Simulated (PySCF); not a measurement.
Compound: C₄H₉FNSi₂ (doublet state).
SMILES with atom numbers: `[F:1][SiH2:2][N:3]([CH2:4][SiH3:5])[C@H:6]1[C:7]=[CH:8]1` (hydrogens: H9, H10 on Si2; H11, H12 on C4; H13, H14, H15 on Si5; H16 on C6; H17 on C8)

Cartesian coordinates in Å at the GFN2-xTB level; atoms count from 1:
```
atom  x, y, z in Å
F1    -2.2006   -2.4212   -0.1971
Si2   -0.7403   -2.0591   -0.7575
N3    -0.4976   -0.4079   -0.3045
C4     0.6988    0.2662   -0.6435
Si5    1.6412    0.8671    1.0225
C6    -1.1881    0.2320    0.7442
C7    -0.2964    1.2613    1.3957
C8    -1.3080    1.7418    0.7269
H9     0.1655   -2.9878   -0.1006
H10   -0.8200   -2.1436   -2.2060
H11    1.3164   -0.3650   -1.2733
H12    0.4960    1.2032   -1.1605
H13    2.9670    0.5578    0.3600
H14    1.9114    2.2970    1.2441
H15    1.6878   -0.1527    2.0762
H16   -1.9056   -0.3876    1.2622
H17   -1.9347    2.5105    0.3474
```

The hyperfine couplings belong to this conformer and change with its torsions.

Computed with UKS B3LYP, pcH-1 on C F H N Si, non-relativistic, mean-field spin-orbit, GIAO in PySCF 2.14.0. The structure is a single GFN2-xTB conformer in the gas phase; no vibrational or solvent corrections. The geometry wasn't refined by DFT: couplings that depend on bond lengths, twists or pyramidal angles can differ widely from those at the functional's own minimum. Stability of the SCF solution: not tested.

Principal values of hyperfine tensors in MHz (contact, dipolar and spin–orbit terms together), for some of the nuclei:

| atom | isotope | A1 | A2 | A3 |
| --- | --- | --- | --- | --- |
| H13 | 1H | 223.95 | 225.00 | 229.25 |
| C7 | 13C | 113.18 | 120.98 | 193.35 |
| H14 | 1H | 90.74 | 93.67 | 97.42 |
| H17 | 1H | 23.31 | 29.71 | 36.57 |
| H15 | 1H | 22.95 | 24.48 | 28.99 |
| Si5 | 29Si | 16.97 | 20.59 | 28.72 |
| H9 | 1H | 17.77 | 18.59 | 22.52 |
| C4 | 13C | 6.76 | 8.58 | 32.93 |

Split each tensor into its isotropic and traceless parts, and turn a_iso into mT with g = 2.0030.

a_iso is a third of the trace, T = A − a_iso, and a(mT) = a(MHz)/(g × 13.996). The tensors hold a spin–orbit part: the run splits a_iso into a_FC + a_SO, and T includes its anisotropic share.

```tsv
atom	a_iso (MHz)	a_FC	a_SO	a_iso (mT)	T1	T2	T3
H13	226.07	226.07	0.00	8.064	-2.12	-1.07	3.19
C7	142.50	142.53	-0.03	5.083	-29.32	-21.53	50.85
H14	93.94	93.94	0.00	3.351	-3.21	-0.27	3.48
H17	29.86	29.87	-0.01	1.065	-6.55	-0.16	6.70
H15	25.47	25.48	0.00	0.909	-2.52	-0.99	3.51
Si5	22.09	22.18	-0.09	0.788	-5.12	-1.50	6.63
H9	19.63	19.63	0.00	0.700	-1.86	-1.04	2.89
C4	16.09	16.08	0.02	0.574	-9.33	-7.51	16.84
```

What spin density at the nucleus of Si5 lies behind its contact coupling (g_N = -1.11058)?

a_FC = 800.24 MHz bohr³ × g_N × ρ(0)/(2S). With a_FC = 22.18 MHz and 2S = 1, ρ(0) = -0.02496 bohr⁻³. The nuclear moment is negative, so coupling and spin density have opposite signs.

H12 (1H, g_N = 5.58569) isn't in the table. Its spin density at the nucleus is 0.01527 bohr⁻³. What is its contact coupling?

By the same relation, a_FC = 68.3 MHz. Its full tensor has the principal values 64.61, 66.22, 73.98 MHz.

Name the largest traceless tensor T of the table and describe it.

C7: -29.3, -21.5, 50.8 MHz, rhombic: the two smaller values differ by 15 % of the largest.

What first-order splitting does H13 cause when the field lies along A1, A2 or A3 of its tensor (g taken as isotropic, no quadrupole term)?

2 lines (I = 1/2), spaced by |A_i|/(g × 13.996): 7.99, 8.03, 8.18 mT along the axes of A1, A2 and A3.
